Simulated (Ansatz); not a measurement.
A nudged elastic band was laid between two geometries of AlF2HO + H2 (7 atoms, charge 0, multiplicity 1).

These are results of Ansatz, RKS PBE-D4/def2-SVP, not measurements.

```json
{"movable images": "5", "climbing image": "yes", "spring": "5.0 eV/Å²", "optimiser": "quadratic models (default)", "start path": "through a guess of the saddle point", "force threshold": "0.05 eV/Å", "iteration limit": "60", "end points": "relaxed"}
```

Image 0:

```xyz
7
Properties=species:S:1:pos:R:3
Al -0.056 -0.053 0.257
O -0.057 -0.491 1.906
H -0.872 -0.711 2.382
F 1.390 0.000 -0.570
F -1.468 0.069 -0.628
H 0.248 2.138 0.483
H 0.053 1.896 1.196
```

Image 6:

```xyz
7
Properties=species:S:1:pos:R:3
Al 0.093 0.545 -0.100
O -0.017 0.133 1.859
H -0.897 -0.310 1.859
F 1.421 -0.335 -0.637
F -1.414 -0.229 -0.272
H 0.148 2.133 -0.130
H -0.095 0.911 2.447
```

**Question.** What changes between the two ends?

**Answer.** Bonds broken: H6–H7. Bonds formed: Al1–H6, O2–H7. AlF2HO + H2 becomes AlF2H3O.

**Question.** What energy profile does the band end with?

**Answer.** The forces met the threshold. The highest image is number 3 of 0 to 6, 0.63 eV above the first end and 0.69 eV above the last; the last end lies 0.06 eV below the first. A vibrational analysis at the climbing image gives one clearly imaginary mode, 1004i cm⁻¹: a first-order saddle point. The orbitals stay closed-shell, which can raise the energy where a bond breaks towards radicals; this wasn't checked here.

```csv
image,path coordinate (Å),energy (eV),H6–H7 (Å),Al1–H6 (Å),O2–H7 (Å)
0,0.00,0.00,0.78,2.22,2.49
1,0.41,0.04,0.78,2.19,2.16
2,0.83,0.27,0.83,1.98,1.72
3,1.24,0.63,1.07,1.76,1.27
4,1.77,0.19,1.70,1.63,1.00
5,2.30,-0.01,2.35,1.60,0.98
6,2.83,-0.06,2.86,1.59,0.98
```

**Question.** What is the geometry of the highest image?

**Answer.** 
```xyz
7
Properties=species:S:1:pos:R:3
Al 0.021 0.275 0.028
O -0.013 -0.015 1.848
H -0.807 -0.355 2.306
F 1.444 -0.138 -0.739
F -1.452 -0.037 -0.700
H 0.074 1.893 0.729
H -0.028 1.224 1.554
```

**Question.** What are the harmonic wavenumbers there?

**Answer.** 1004i, 177, 222, 311, 353, 460, 660, 713, 810, 937, 1042, 1322, 1726, 1880, 3711 cm⁻¹.

Run time: 110 s on 1 thread of Arm Neoverse V1, on a shared host, peak memory 0.13 GiB.
